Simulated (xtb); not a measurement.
xtb input (GFN1-xTB):

```bash
xtb mol.xyz --gfn 1 --opt tight --chrg 0 --uhf 0
```
mol.xyz:
```
6

Si    -0.00028296    -0.00446525    -0.00656029
F     -0.15673171    -0.53948077     1.46951801
F     -0.38755171     1.52479519     0.01969971
F     -1.01646862    -0.76614773    -0.93055677
O      1.47518585    -0.25378619    -0.59590875
H      2.24924303     0.12030283    -0.16883448
```

End of the output:

```

Topologies differ in total number of bonds
Writing topology from bond orders to xtbtopo.mol

 dipole moment from electron density (au)
     X       Y       Z
   1.2933  -0.0768  -0.3110  total (Debye):    3.386

           -------------------------------------------------
          |                Geometry Summary                 |
           -------------------------------------------------

      molecular mass/u    :      102.0880539
   center of mass at/Å    :       -0.0712232       0.0393005       0.0684601
  moments of inertia/u·Å² :        0.1230027E+03   0.1262227E+03   0.1262731E+03
rotational constants/cm⁻¹ :        0.1370509E+00   0.1335547E+00   0.1335014E+00

 * 5 selected distances

     #   Z          #   Z                                           value/Å
     1  14 Si       2   9 F                                       1.5758142
     1  14 Si       3   9 F                                       1.5758205
     1  14 Si       4   9 F                                       1.5759991
     1  14 Si       5   8 O                                       1.5810725 (max)
     5   8 O        6   1 H                                       0.9438437 (min)

 * 3 distinct bonds (by element types)

   Z      Z             #   av. dist./Å        max./Å        min./Å
   1 H    8 O           1     0.9438437     0.9438437     0.9438437
   8 O   14 Si          1     1.5810725     1.5810725     1.5810725
   9 F   14 Si          3     1.5758780     1.5759991     1.5758142

optimized geometry written to: xtbopt.xyz

           -------------------------------------------------
          | TOTAL ENERGY              -22.802650357539 Eh   |
          | GRADIENT NORM               0.000226644787 Eh/α |
          | HOMO-LUMO GAP               9.810926262536 eV   |
           -------------------------------------------------

------------------------------------------------------------------------
------------------------------------------------------------------------
 total:
 SCF:
 ANC optimizer:
```
